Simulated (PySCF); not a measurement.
Mapped SMILES: `[Cl:1][C:2]([Cl:3])([Cl:4])[SiH:5]1[O:6][SiH2:7][O:8][SiH2:9][O:10]1` (H(Xn): hydrogen on atom n). Ha(Si7), Ha(Si9) are cis to C2 on the ring; Hb(Si7), Hb(Si9) are trans to C2 on the ring.

Geometry: PBE0-D3(BJ)/def2-SVP; GIAO shifts from PySCF, gas phase, non-relativistic, averaged over equivalent atoms.

At PBE0/pcSseg-1 (237 basis functions, 66 s wall time on 1 thread of an Arm Neoverse V1, shared host):
```json
{"atoms": "Cl1/Cl3/Cl4", "δ (ppm)": "385.9"}
{"atoms": "C2", "δ (ppm)": "110.6"}
{"atoms": "Si7/Si9", "δ (ppm)": "-29.5"}
{"atoms": "Si5", "δ (ppm)": "-51.3"}
{"atoms": "O6/O10", "δ (ppm)": "91.0"}
{"atoms": "O8", "δ (ppm)": "82.4"}
{"atoms": "Ha(Si7)/Ha(Si9)", "δ (ppm)": "5.28"}
{"atoms": "Hb(Si7)/Hb(Si9)", "δ (ppm)": "5.21"}
{"atoms": "H(Si5)", "δ (ppm)": "4.68"}
```

Scale: 35Cl (943.27 ppm) against HCl; 13C (184.41 ppm), 29Si (351.99 ppm), 1H (31.27 ppm) against TMS; H2O for 17O (334.56 ppm) (reference shieldings calculated alike).

Predict the values at wB97X-D/pcSseg-1 on the same geometry.

Answers


```tsv
atoms	δ at wB97X-D/pcSseg-1	change
Cl1/Cl3/Cl4	378.0	-7.9
C2	107.8	-2.8
Si7/Si9	-29.5	+0.0
Si5	-48.8	+2.5
O6/O10	84.3	-6.7
O8	76.5	-5.9
Ha(Si7)/Ha(Si9)	5.16	-0.12
Hb(Si7)/Hb(Si9)	5.08	-0.13
H(Si5)	4.61	-0.07
```

Referencing at the same level of theory: 35Cl (σref 939.37) against HCl; 13C (σref 184.54), 29Si (σref 352.93), 1H (σref 31.38) against TMS; 17O (σref 333.19) vs H2O.

The largest change is at Cl1/Cl3/Cl4 (chlorine bonded to C). Cost: 237 basis functions, 70 s wall time on 1 thread of an Arm Neoverse V1, shared host.

Carbons that carry Cl, above all several Cl atoms, come out too deshielded, partly because spin–orbit coupling is missing. Experimental scales use liquid or dissolved standards, which lie at an offset from isolated H2O (liquid H2O: subtract about 36 ppm).
